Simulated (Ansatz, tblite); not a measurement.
Spin states of the cluster LaF₃, each relaxed with r2SCAN-D4/def2-TZVP in Ansatz. Electronic energies in the gas phase.

In the def2 sets La takes a core potential; there is no spin–orbit coupling. The xTB rows come from tblite. B3LYP takes the VWN-RPA correlation. HSE06 is defined as in plane-wave codes, on full-range PBE exchange. Correlated methods freeze 3 core orbitals; core or outer-core shells of La are correlated, in sets that lack core-valence functions. In CCSD on the charge 0 triplet the largest single amplitude is 0.42, so its Hartree–Fock determinant may place the open shell otherwise than the density functionals do. HOMO above LUMO, or a gap near zero within one spin, warns that the state may not be the lowest or that an electron is smeared out. In the quintet, F2 and F4 lie 1.96 Å apart (atoms count from 1), so these atoms are partly bonded to each other. The structure comes from a short search, and lower isomers may exist.

Singlet geometry (C3v within 0.1 Å):

```
atom    x (Å)    y (Å)    z (Å)
 La1   0.3363  -0.0185  -0.2434
  F2  -0.4803   1.9424  -0.5745
  F3  -0.9355  -1.6082  -0.9339
  F4   1.0795  -0.3157   1.7518
```

Triplet geometry (C2v within 0.1 Å):

```xyz
4

La   -0.117    0.087   -0.104
F    -0.080    2.254    0.338
F     1.365   -0.975    1.167
F    -1.167   -1.365   -1.401
```

Quintet geometry (Cs within 0.1 Å):

| atom | x (Å) | y (Å) | z (Å) |
| --- | --- | --- | --- |
| La1 | 0.113 | 0.069 | 0.611 |
| F2 | 1.139 | -1.058 | -1.188 |
| F3 | -0.800 | 1.152 | 2.471 |
| F4 | -0.453 | -0.163 | -1.894 |

Run but left out: HF/def2-TZVP, HF/def2-TZVPP, MP2/def2-TZVP, MP2/def2-TZVPP (triplet: a determinant that CCSD turns far, T1 0.084); LDA (SPW92)/def2-TZVP (quintet: an occupied level 0.02 eV above an empty one).

Only these spin states were relaxed.

```tsv
level	triplet − singlet (kcal/mol)	quintet − singlet (kcal/mol)	lowest of these	remarks
GFN1-xTB	44.6	160.0	singlet	–
GFN2-xTB	70.2	169.2	singlet	–
PBE-D4/def2-TZVP	122.6	271.3	singlet	gap within one spin near zero (quintet)
r2SCAN-D4/def2-TZVP	127.5	273.7	singlet	–
B3LYP-D4/def2-TZVP	136.2	285.0	singlet	–
PBE0-D4/def2-TZVP	140.1	286.5	singlet	–
r2SCAN0-D4/def2-TZVP	142.7	284.0	singlet	–
HSE06-D4/def2-TZVP	139.1	285.5	singlet	–
ωB97X-V/def2-TZVP	158.9	308.1	singlet	–
RPA@PBE/def2-TZVP	118.2	253.2	singlet	–
CCSD/def2-TZVPP	166.3	306.4	singlet	large T1 (0.084) (triplet)
CCSD(T)/def2-TZVPP	163.3	309.3	singlet	large T1 (0.084) (triplet)
```

| state | donor atoms | mean metal–ligand distance (Å) | range (Å) | Mulliken spin on the metal (PBE0) |
| --- | --- | --- | --- | --- |
| singlet | 3 | 2.150 | 2.15–2.15 | 0 |
| triplet | 3 | 2.216 | 2.21–2.22 | 0.99 |
| quintet | 3 | 2.425 | 2.34–2.58 | 2.01 |

⟨S²⟩ at PBE0-D4/def2-TZVP: singlet 0.00 (pure 0.00), triplet 2.01 (pure 2.00), quintet 6.02 (pure 6.00).

Change of the quintet − singlet gap on mixing in exact exchange, in kcal/mol: PBE to PBE0 (25 % exact exchange) 15.3; r2SCAN to r2SCAN0 (25 % exact exchange) 10.3.

The xTB methods have no spin-polarisation term.
